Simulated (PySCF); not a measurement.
**ZnSe: script and output**

The script input.py:

```python
from pyscf import gto, scf

mol = gto.M(
    atom='Zn 0 0 0; Se 0 0 2.037',
    basis='lanl2dz',
    ecp={'Zn': 'lanl2dz', 'Se': 'lanl2dz'},
    charge=0,
    spin=0,
    verbose=3,
)
mf = scf.RHF(mol)
mf.kernel()
mf.dip_moment()
print('orbital energies (hartree):', mf.mo_energy[..., max(0, mol.nelec[1]-3):mol.nelec[0]+3].round(4))
```

```bash
$ OMP_NUM_THREADS=1 python input.py
```

The log:

```
converged SCF energy = -72.492240476692
Dipole moment(X, Y, Z, Debye): -0.00000, -0.00000, -6.82900
orbital energies (hartree): [-0.3776 -0.3142 -0.3142 -0.0481  0.0529  0.0529]
```

In short: E(SCF) = -72.492240 Eh, μz(SCF) = -6.83 D.

It ran on Arm Neoverse N1 (1 thread, shared host) in 1.4 s, peak memory 0.13 GiB.

Stability towards an unrestricted solution was not tested. The bond length is a typed value, not an optimised one.
